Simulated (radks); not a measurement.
The bismuth ion Bi44+, 39 electrons, occupied as [Kr] 4d3 (the NIST ground configuration). All-electron calculation, scalar-relativistic Kohn-Sham, PBE, spin-polarised, spherical densities, finite nucleus; open shells are filled with parallel spins first (spin-orbit coupling, left out, can overturn this in heavy ions); Fermi nuclear charge, rms radius 5.5211 fm. Program: a radial shooting solver on a logarithmic mesh with Libxc functionals.

Unscreened Slater integrals over Kohn-Sham orbitals (hartree). They are taken over the spin-up orbitals.

integral,value
"F0(4d,4d)",2.5233
"F2(4d,4d)",1.2853
"F4(4d,4d)",0.87699
"F0(4d,4p)",2.5115
"F2(4d,4p)",1.2850
"G1(4d,4p)",1.5914
"G3(4d,4p)",1.0227
"F0(4d,4s)",2.5570
"G2(4d,4s)",1.2736
"F0(4d,3d)",3.2278
"F2(4d,3d)",0.96482
"F4(4d,3d)",0.48710
"G0(4d,3d)",0.30456
"G2(4d,3d)",0.39161
"G4(4d,3d)",0.30981
"F0(4p,4p)",2.5075
"F2(4p,4p)",1.3046
"F0(4p,4s)",2.5513
"G1(4p,4s)",1.7185
"F0(4p,3d)",3.1774
"F2(4p,3d)",0.91607
"G1(4p,3d)",0.29554
"G3(4p,3d)",0.29975
"F0(4s,4s)",2.5996
"F0(4s,3d)",3.2576
"G2(4s,3d)",0.31076
"F0(3d,3d)",5.8469
"F2(3d,3d)",2.9925
"F4(3d,3d)",1.9284

Derived for the open shells (J is the average intra-shell exchange parameter used in DFT+U). 4d: Racah B = F2/49 - 5 F4/441 = 0.01629 hartree, C = 35 F4/441 = 0.06960 hartree, C/B = 4.27, F4/F2 = 0.682, J = (F2 + F4)/14 = 0.1544 hartree.
